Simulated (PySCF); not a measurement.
Work out the structure from these simulated measurements.

Formula: C6H8P2.

| Quantity | Value |
| --- | --- |
| Dipole | 1.48 D [CAM-B3LYP/def2-SVPD] |
| Polarisability | 119.1 au [CAM-B3LYP/def2-SVPD] |
| Triplet | lowest triplet excitation (Tamm–Dancoff): 3.83 eV [TDA CAM-B3LYP/def2-SVPD] |
| UV, first state | lowest singlet excitation: 4.88 eV (254 nm, f = 0.009) [TDDFT CAM-B3LYP/def2-SVPD] |
| UV, strongest line | among the 8 lowest singlet transitions: S4 at 5.92 eV (209 nm, f = 0.232) [TDDFT CAM-B3LYP/def2-SVPD] |
| NMR, other nuclei | isotropic shieldings of nuclei other than C and H, by class: 480 (2 P) ppm [GIAO PBE0/pcSseg-1] |
| 1H NMR | chemical shifts (computed TMS as zero) by class: 7.71 (2 H), 7.42 (2 H), 4.12 (4 H) ppm [GIAO PBE0/pcSseg-1] |
| Rotational structure | rotational constants A, B, C: 2.184, 1.317, 0.832 GHz [GFN2-xTB] |
| 13C NMR | chemical shifts (computed TMS as zero) by class: 142.7 (2 C), 137.9 (2 C), 134.2 (2 C) ppm [GIAO PBE0/pcSseg-1] |

Gas-phase values; electronic properties from PySCF, density fitting. Levels stand in brackets. One conformer (not necessarily the lowest) at the GFN2-xTB geometry, without solvent, vibrations or thermal averaging. NMR classes are plain means over equivalent atoms (diastereotopic ones count apart unless rotation or inversion swaps them), as if these changed places fast.

Question: What is the compound? Reason from the data.

Answer: Numbering: `[PH2:1][c:2]1[cH:3][cH:4][cH:5][cH:6][c:7]1[PH2:8]`. 6 carbons fall into 3 classes; from least to most shielded: substituted aromatic carbon [C2/C7] (142.7 ppm, 2 C), aromatic CH carbon [C3/C6] (137.9 ppm, 2 C), aromatic CH carbon [C4/C5] (134.2 ppm, 2 C). Hydrogen classes from least to most shielded: 2 H on 2 aromatic CH carbons, C3/C6 (7.71 ppm), 2 H on 2 aromatic CH carbons, C4/C5 (7.42 ppm), 4 H on 2 like atoms (phosphine phosphorus), P1/P8 (4.12 ppm). The other shieldings belong to: 480 ppm, phosphine phosphorus [P1/P8]. The optimised geometry has point group C2 and is an asymmetric top. Structure: `PC1=CC=CC=C1P` (1,2-phenylenebisphosphine). Computed isomers that give other values at the same levels: `Cc1ccpc(C)p1` (13C chemical shifts (computed TMS as zero) by class: 220.5 (1 C), 178.9 (1 C), 163.4 (1 C), 137.6 (1 C), 31.1 (1 C), 29.2 (1 C) ppm); `Cc1pccpc1C` (13C chemical shifts (computed TMS as zero) by class: 179.1 (2 C), 166.9 (2 C), 28.4 (2 C) ppm); `C=Cc1ccp(P)c1` (13C chemical shifts (computed TMS as zero) by class: 158.2 (1 C), 150.6 (1 C), 147.6 (1 C), 142.8 (1 C), 141.7 (1 C), 122.0 (1 C) ppm). The assignments are read from this structure; whether some other isomer fits the data as well wasn't checked.

Conformer computed: `[PH2:1][c:2]1[cH:3][cH:4][cH:5][cH:6][c:7]1[PH2:8]`: H–P1–C2–C3 96°, H–P1–C2–C3 3°, H–P8–C7–C6 3°, H–P8–C7–C6 96°.
